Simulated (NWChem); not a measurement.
Species: C$_{3}$H$_{5}$BF$_{2}$; SMILES C=CCB(F)F

```xyz
11

B     -0.0104     1.0369    -0.0270
C     -0.6519    -0.3240    -0.4619
C      0.2236    -1.5230    -0.2787
C     -0.0829    -2.5964     0.4511
H     -0.8868    -0.1868    -1.5383
H     -1.6278    -0.4478     0.0345
H      1.1977    -1.4888    -0.7821
H     -1.0400    -2.6797     0.9768
H      0.6133    -3.4329     0.5515
F      1.2968     1.2064     0.0542
F     -0.7566     2.0949     0.2380
```
Atoms are numbered in this order, from 1.

STO-3G and 3-21G are far too small for this property and stand as cheap habits. Geometry: optimised at PBE0/def2-SVP.

Q: List the 4 lowest vertical singlet excitations from PBE/3-21G, TDA (NWChem).

A: 
| state | energy (eV) | oscillator strength | leading excitation (squared amplitude) |
|---|---|---|---|
| S1 | 5.94 | 0.008 | HOMO → LUMO (0.57) |
| S2 | 7.96 | 0.214 | HOMO → LUMO+1 (0.22) |
| S3 | 8.07 | 0.023 | HOMO−1 → LUMO (0.85) |
| S4 | 8.31 | 0.010 | HOMO−1 → LUMO+1 (0.59) |
